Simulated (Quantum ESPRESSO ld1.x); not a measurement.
Problem. The aim is neutral antimony in [Kr] 4d10 5s2 5p3. What will ld1.x (Quantum ESPRESSO 7.5) do with this input?

```
 &input
    zed=51.0,
    iswitch=1,
    rel=2,
    dft='B3LPY',
    config='[Kr] 4d10 5s2 5p3',
    lsmall=.true.,
    prefix='ld1',
    max_out_wfc=37,
    file_charge='ld1.rho',
 /
```

Solution. Silently wrong. The misspelt name is read as B3LYP (index line 7 12 9 7), and as for B3LYP no exact exchange is computed, so the numbers are not those of the hybrid.

Output (excerpt):

```
     Program LD1 v.7.5 starts

     --------------------------- All-electron run ----------------------------

     dirac relativistic calculation

     atomic number is 51.00
     dft =B3LPY   lsd =0 sic =0 latt =0  beta=0.20 tr2=1.0E-14
     Exchange-correlation= B3LPY
                           (   7  12   9   7   0   0   0)
     EXX-fraction              =        0.20
     mesh =2069 r(mesh) = 100.70288 a.u. xmin = -8.00 dx = 0.00800
     1 Ry =  13.60569312 eV, c = 137.03599908

     n l j   nl                  e(Ry)          e(Ha)          e(eV)
     Spin orbit split results
     1 0 0.5 1S 1( 2.00)     -2226.2464     -1113.1232    -30289.6249
     2 0 0.5 2S 1( 2.00)      -338.6508      -169.3254     -4607.5783
     2 1 0.5 2P 1( 2.00)      -316.8426      -158.4213     -4310.8630
     2 1 1.5 2P 1( 4.00)      -298.3250      -149.1625     -4058.9189
     3 0 0.5 3S 1( 2.00)       -66.3592       -33.1796      -902.8635
     3 1 0.5 3P 1( 2.00)       -57.4456       -28.7228      -781.5874
     3 1 1.5 3P 1( 4.00)       -54.0295       -27.0148      -735.1094
     4 0 0.5 4S 1( 2.00)       -10.8971        -5.4486      -148.2628
     4 1 0.5 4P 1( 2.00)        -7.8824        -3.9412      -107.2450
     4 1 1.5 4P 1( 4.00)        -7.2487        -3.6243       -98.6233
     3 2 1.5 3D 1( 4.00)       -38.2831       -19.1416      -520.8686
     3 2 2.5 3D 1( 6.00)       -37.5731       -18.7865      -511.2075
     4 2 1.5 4D 1( 4.00)        -2.4871        -1.2436       -33.8390
     4 2 2.5 4D 1( 6.00)        -2.3956        -1.1978       -32.5936
     5 0 0.5 5S 1( 2.00)        -0.9287        -0.4643       -12.6350
     5 1 0.5 5P 1( 2.00)        -0.3725        -0.1862        -5.0675
     5 1 1.5 5P 1( 1.00)        -0.3279        -0.1640        -4.4619
     Averaged results
     1 0     1S 1( 2.00)     -2226.2464     -1113.1232    -30289.6249
     2 0     2S 1( 2.00)      -338.6508      -169.3254     -4607.5783
     2 1     2P 1( 6.00)      -304.4976      -152.2488     -4142.9003
     3 0     3S 1( 2.00)       -66.3592       -33.1796      -902.8635
     3 1     3P 1( 6.00)       -55.1682       -27.5841      -750.6021
     4 0     4S 1( 2.00)       -10.8971        -5.4486      -148.2628
     4 1     4P 1( 6.00)        -7.4599        -3.7300      -101.4972
     3 2     3D 1(10.00)       -37.8571       -18.9285      -515.0720
     4 2     4D 1(10.00)        -2.4322        -1.2161       -33.0918
     5 0     5S 1( 2.00)        -0.9287        -0.4643       -12.6350
     5 1     5P 1( 3.00)        -0.3428        -0.1714        -4.6638

     final scf error:  8.5E-15 reached in  38 iterations

     Etot =  -12969.142105 Ry,   -6484.571053 Ha, -176454.167554 eV

     Ekin =   13686.205190 Ry,    6843.102595 Ha,  186210.307836 eV
     Encl =  -31491.658621 Ry,  -15745.829311 Ha, -428465.843133 eV
     Eh   =    5179.649926 Ry,    2589.824963 Ha,   70472.727384 eV
     Exc  =    -343.338601 Ry,    -171.669300 Ha,   -4671.359641 eV
```

Run on one thread of a shared host, so times are rough (Intel(R) Xeon(R) Processor @ 2.60GHz): 0.79 s of CPU time, 0.83 s wall, 38 iterations on 2069 mesh points.
